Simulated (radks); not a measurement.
Values are calculated unless marked as measured or tabulated.
Task: Radial electron density D(r) = 4 pi r^2 rho(r) of an atom or ion with 66 electrons. Level of theory: scalar-relativistic Kohn-Sham, SOGGA, spin-polarised, spherical densities, finite nucleus; Fermi nuclear charge, rms radius of each element as measured or else 0.836 A^(1/3) + 0.57 fm (a radial shooting solver on a logarithmic mesh with Libxc functionals).

| r (bohr) | D(r) (e/bohr) | spin D(r) |
|---|---|---|
| 0.001142 | 6.560 | -0.0000374 |
| 0.001536 | 10.40 | -0.0000591 |
| 0.002048 | 15.98 | -0.0000905 |
| 0.002754 | 24.26 | -0.000137 |
| 0.003673 | 35.27 | -0.000198 |
| 0.004938 | 49.61 | -0.000279 |
| 0.006639 | 65.81 | -0.000377 |
| 0.008855 | 80.52 | -0.000489 |
| 0.01191 | 90.15 | -0.000645 |
| 0.01588 | 90.75 | -0.000906 |
| 0.02135 | 84.34 | -0.00139 |
| 0.0287 | 81.50 | -0.00191 |
| 0.03828 | 93.56 | -0.000953 |
| 0.05147 | 115.6 | 0.00620 |
| 0.06865 | 120.9 | 0.0268 |
| 0.0923 | 101.5 | 0.0683 |
| 0.1241 | 94.08 | 0.136 |
| 0.1655 | 108.6 | 0.277 |
| 0.2225 | 92.23 | 0.682 |
| 0.2968 | 55.02 | 1.51 |
| 0.399 | 55.08 | 2.50 |
| 0.5365 | 57.53 | 2.72 |
| 0.7155 | 34.40 | 2.08 |
| 0.962 | 16.51 | 1.45 |
| 1.283 | 10.44 | 1.33 |
| 1.725 | 5.703 | 1.29 |
| 2.319 | 2.041 | 0.893 |
| 3.093 | 0.5360 | 0.387 |
| 4.159 | 0.09809 | 0.0906 |
| 5.547 | 0.01033 | 0.0102 |
| 7.458 | 0.0003476 | 0.000346 |

What is the nuclear charge?

Result: Z = 68. The innermost maximum, from 1s, lies near gamma/Z bohr with gamma = sqrt(1 - (Z/c)^2) = 0.868, here 0.0128 bohr (found: 0.0140), and its height grows with Z. The density is that of the erbium ion Er2+ in [Kr] 4d10 4f12 5p6 5d2; the configuration itself is not fixed sharply by these data, and Z only to a few units. D(r) has 4 maxima, at r = 0.0140, 0.0629, 0.175, 0.480 bohr, and minima at 0.0267, 0.115, 0.337 bohr, inside which lie 1.92, 11.14, 29.58 electrons.
